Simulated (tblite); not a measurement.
Compound: Ge₃H₁₀NP.
Numbering: `[PH2:1][GeH2:2][GeH2:3][NH:4][GeH3:5]` (hydrogens: H6, H7 on P1; H8, H9 on Ge2; H10, H11 on Ge3; H12 on N4; H13, H14, H15 on Ge5)

Computed with GFN2-xTB (tblite), gas phase: L-BFGS steps from a force-field or distance-geometry start until the largest atomic force falls under 0.01 eV/Å.

Step 32: E = -444.3491 eV
```
atom  x, y, z in Å  |  force x, y, z in eV/Å
P1      2.7717    1.2012    0.1761   -0.021  -0.005  -0.008
Ge2     1.3161   -0.0756    1.4116    0.004   0.021   0.024
Ge3    -0.1403   -1.5132    0.1701    0.009   0.030  -0.053
N4     -0.8842   -0.4400   -1.1318   -0.014  -0.014   0.003
Ge5    -1.9734    0.9488   -0.6913    0.022  -0.025  -0.034
H6      3.1257    0.1090   -0.6131   -0.019   0.052  -0.001
H7      1.7636    1.5872   -0.7029    0.040  -0.031  -0.005
H8      0.4962    0.8264    2.3129    0.009   0.008   0.031
H9      2.1144   -0.8819    2.4151    0.003  -0.025   0.019
H10     0.5573   -2.6110   -0.6156   -0.014   0.008  -0.027
H11    -1.2330   -2.2246    0.9576   -0.002  -0.003   0.008
H12    -1.1788   -0.9318   -1.9640   -0.023  -0.016   0.049
H13    -1.1487    1.9203    0.0934    0.016  -0.006   0.009
H14    -3.1576    0.5337    0.1375   -0.010   0.010  -0.004
H15    -2.4335    1.5596   -1.9772    0.000  -0.004  -0.010
```

Step 33: E = -444.3498 eV
```
atom  x, y, z in Å  |  force x, y, z in eV/Å
P1      2.7715    1.2026    0.1779   -0.008   0.000  -0.033
Ge2     1.3186   -0.0753    1.4130   -0.009   0.010   0.040
Ge3    -0.1375   -1.5115    0.1708   -0.008   0.020  -0.087
N4     -0.8856   -0.4392   -1.1325   -0.016  -0.027   0.013
Ge5    -1.9745    0.9516   -0.6919    0.040  -0.057  -0.048
H6      3.1273    0.1125   -0.6143   -0.015   0.049   0.014
H7      1.7640    1.5847   -0.7033    0.034  -0.021   0.003
H8      0.4947    0.8238    2.3154    0.020   0.003   0.024
H9      2.1150   -0.8858    2.4160   -0.001  -0.014   0.011
H10     0.5579   -2.6111   -0.6176   -0.019   0.025  -0.016
H11    -1.2291   -2.2254    0.9582    0.000  -0.001   0.008
H12    -1.1870   -0.9367   -1.9597   -0.016   0.001   0.067
H13    -1.1492    1.9226    0.0919    0.018  -0.003   0.014
H14    -3.1595    0.5357    0.1346   -0.014   0.014  -0.001
H15    -2.4311    1.5595   -1.9801   -0.005   0.002  -0.011
```

Step 34: E = -444.3509 eV
```
atom  x, y, z in Å  |  force x, y, z in eV/Å
P1      2.7711    1.2050    0.1806    0.016   0.015  -0.047
Ge2     1.3223   -0.0752    1.4155   -0.026  -0.011   0.051
Ge3    -0.1333   -1.5096    0.1712   -0.029  -0.003  -0.102
N4     -0.8896   -0.4393   -1.1307   -0.014  -0.037   0.020
Ge5    -1.9764    0.9549   -0.6937    0.049  -0.074  -0.050
H6      3.1311    0.1198   -0.6157   -0.008   0.033   0.029
H7      1.7655    1.5813   -0.7042    0.014  -0.006   0.007
H8      0.4935    0.8191    2.3196    0.033   0.000   0.017
H9      2.1165   -0.8916    2.4174   -0.005   0.000   0.000
H10     0.5570   -2.6108   -0.6225   -0.018   0.042  -0.007
H11    -1.2214   -2.2297    0.9599    0.005   0.008   0.006
H12    -1.1991   -0.9431   -1.9515   -0.010   0.010   0.074
H13    -1.1506    1.9264    0.0886    0.018  -0.004   0.016
H14    -3.1648    0.5426    0.1299   -0.012   0.018  -0.001
H15    -2.4264    1.5582   -1.9860   -0.011   0.009  -0.013
```

Task: Estimate the geometry and energy of step 35. (The exact step hangs on the optimiser's Hessian estimate; all steps are aligned on step 34, rigid shifts and turns removed.)

Result: E = -444.3520 eV, largest force 0.096 eV/Å
```
atom  x, y, z in Å  |  force x, y, z in eV/Å
P1      2.7708    1.2085    0.1834    0.038   0.034  -0.038
Ge2     1.3264   -0.0760    1.4189   -0.036  -0.032   0.040
Ge3    -0.1290   -1.5084    0.1708   -0.044  -0.030  -0.080
N4     -0.8959   -0.4408   -1.1260   -0.007  -0.036   0.020
Ge5    -1.9786    0.9577   -0.6968    0.040  -0.060  -0.035
H6      3.1371    0.1295   -0.6166    0.000   0.005   0.037
H7      1.7678    1.5781   -0.7051   -0.014   0.010   0.005
H8      0.4931    0.8126    2.3249    0.041   0.001   0.012
H9      2.1191   -0.8979    2.4189   -0.008   0.012  -0.009
H10     0.5541   -2.6096   -0.6298   -0.008   0.049  -0.006
H11    -1.2109   -2.2375    0.9627    0.010   0.021   0.003
H12    -1.2128   -0.9496   -1.9404   -0.011   0.003   0.055
H13    -1.1527    1.9312    0.0838    0.017  -0.011   0.014
H14    -3.1729    0.5545    0.1239   -0.003   0.020  -0.006
H15    -2.4199    1.5557   -1.9944   -0.016   0.012  -0.013
```

The energy changes by -0.0011 eV. The first-order estimate −F·Δx gives -0.0016 eV and the mean of the old and new forces, exact on a quadratic surface, -0.0011 eV. The step makes an angle of 78° with the force vector and moves no atom by more than 0.019 Å.

The cost below is that of the whole relaxation. The run took 5.0 s wall, 2.8 s CPU on an AMD EPYC with one thread, no GPU, on a shared host.
